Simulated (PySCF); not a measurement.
Si(Cl)(Me)2(SH) (C2H7ClSSi), SMILES C[Si](Cl)(S)C.

Coordinates come from a B3LYP-D3(BJ)/def2-SVP optimisation. One conformer was computed; it need not be the lowest.

Computed with PySCF 2.14.0 with TDA-B3LYP/def2-SVPD.

Vertical excitations. Isolated molecule, no solvent. State labels are in the subgroup Cs.

Computed lowest excited states:
```csv
state,symmetry,energy (eV),λ (nm),f,main pairs
S1,A",5.84,212,0.018,HOMO→LUMO 88 %
S2,A",6.36,195,0.042,HOMO→LUMO+1 90 %
S3,A",6.53,190,0.010,HOMO→LUMO+2 95 %
S4,A",7.02,177,0.007,HOMO→LUMO+3 94 %
S5,A',7.35,169,0.066,HOMO−2→LUMO 94 %
S6,A",7.41,167,0.019,HOMO−1→LUMO 94 %
S7,A',7.59,163,0.004,HOMO→LUMO+4 89 %
S8,A",7.62,163,0.008,HOMO→LUMO+5 96 %
S9,A",7.83,158,0.001,HOMO−1→LUMO+2 85 %
S10,A',7.84,158,0.003,HOMO−2→LUMO+2 80 %
T1,A",5.45,227,0,HOMO→LUMO 80 %
T2,A",5.98,207,0,HOMO→LUMO+1 87 %
T3,A",6.43,193,0,HOMO→LUMO+2 95 %
T4,A",6.87,180,0,HOMO→LUMO+3 79 %
```
Triplets are in the Tamm–Dancoff approximation.
